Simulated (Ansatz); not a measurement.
Mulliken charges of CH₆GaN, SMILES `C[NH][GaH2]` from r2SCAN/def2-TZVPP in Ansatz (PBE0-D4/def2-TZVP geometry).

| atom | x (Å) | y (Å) | z (Å) | charge (e) |
| --- | --- | --- | --- | --- |
| C1 | -0.423 | 0.994 | -0.683 | -0.015 |
| N2 | 0.451 | -0.100 | -0.332 | -0.342 |
| Ga3 | 0.297 | -1.236 | 1.074 | 0.209 |
| H4 | -1.239 | 1.062 | 0.039 | 0.046 |
| H5 | -0.876 | 0.864 | -1.674 | 0.051 |
| H6 | 0.096 | 1.960 | -0.681 | 0.051 |
| H7 | 1.225 | -0.208 | -0.969 | 0.138 |
| H8 | 1.397 | -2.335 | 1.211 | -0.067 |
| H9 | -0.928 | -1.001 | 2.014 | -0.071 |

Task: By hand: the dipole of these point charges (1 e Å = 4.8032 D).

Result: Σ q r = (-0.041, 0.153, -0.128) e Å, of length 0.204 e Å = 0.98 D.

Task: How does the dipole of the full density compare? (Best estimate.)

Result: Ansatz gave: (0.037, 0.134, -0.185) e Å, 1.11 D; the point charges give 0.88 times that, at 25° from its direction.

Point charges leave out the atoms' own dipoles, such as those of lone pairs, and Mulliken's split depends on the basis, so the two needn't agree.
